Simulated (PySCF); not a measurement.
PBE on Li⁻ (lithium, charge -1), [He] 2s2, closed-shell 1S. All numbers are calculated (PySCF 2.14, the spin-free X2C one-electron Hamiltonian (Gaussian nucleus), in dyall-acv3z).

```
cycle= 1 E= -7.48109224078099  delta_E= -0.0019  |g|= 0.0109  |ddm|= 0.164
cycle= 2 E= -7.48035757188643  delta_E= 0.000735  |g|= 0.0142  |ddm|= 0.358
cycle= 3 E= -7.48165713334968  delta_E= -0.0013  |g|= 0.00177  |ddm|= 0.227
cycle= 4 E= -7.48166520736894  delta_E= -8.07e-06  |g|= 0.000184  |ddm|= 0.0115
cycle= 5 E= -7.48166541370211  delta_E= -2.06e-07  |g|= 9.31e-06  |ddm|= 0.00167
cycle= 6 E= -7.48166541420967  delta_E= -5.08e-10  |g|= 1.08e-06  |ddm|= 0.00026
converged SCF energy = -7.48166541420967  <S^2> = -1.3322676e-15  2S+1 = 1
```

Highest occupied orbital energy: 0.859 eV; ⟨L²⟩ = 0.00; populations by l: s 4.00, p 0.00, d 0.00.

(1) Can this result be used?

Answers

(1) With care. The run converged. At PBE the highest occupied level has a positive energy, so only the finite basis holds that electron; in a semilocal or global hybrid functional this comes from self-interaction and does not mean that the real anion is unbound.
